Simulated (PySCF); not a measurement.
C4H3O, doublet, geometry from GFN2-xTB. Base run: M062X/6-31G* (PySCF).

Input for PySCF:
```python
from pyscf import gto, scf, dft

mol = gto.M(
    atom='''
O     0.003210    0.037124    1.100777
C    -0.004705    1.132784    0.306132
C     0.006077   -1.038904    0.290733
C    -0.006685    0.732466   -0.983357
C     0.000199   -0.672687   -1.022982
H    -0.008057    2.094604    0.774367
H     0.012330   -2.003975    0.757835
H     0.000727   -1.309578   -1.881567
''',
    basis='6-31g*',
    charge=0,
    spin=1,
    verbose=4,
)

mf = dft.UKS(mol)
mf.xc = 'm062x'
mf.kernel()
mf.analyze()
```

The base run was repeated with changes; each row names its change, and settings that it needs were set with it.

```csv
change,ΔE vs base (mEh),fitting functions,dipole (D)
base,0.000,-,0.52
only_dfj = on; auxbasis = def2-universal-jfit,-0.149,278,0.52
auxbasis = def2-svp-ri,-7.168,282,0.52
auxbasis = even-tempered beta=2.0,0.010,626,0.52
auxbasis = cc-pvdz-jkfit,0.196,419,0.52
auxbasis = cc-pvqz-jkfit,-0.002,683,0.52
auxbasis = cc-pvtz-ri,-0.254,495,0.52
auxbasis = even-tempered beta=1.6,-0.005,949,0.52
auxbasis = cc-pvtz-jkfit,0.032,485,0.52
auxbasis = default (with mf = mf.density_fit()),0.196,419,0.52
```

A fitting set is made for a task (jfit for Coulomb, jkfit for Coulomb and exchange, ri for correlation) and for a family of orbital bases.

Open shells are given as the SCF converged; they aren't shown to be the lowest states, and a large step between rows can be another state.
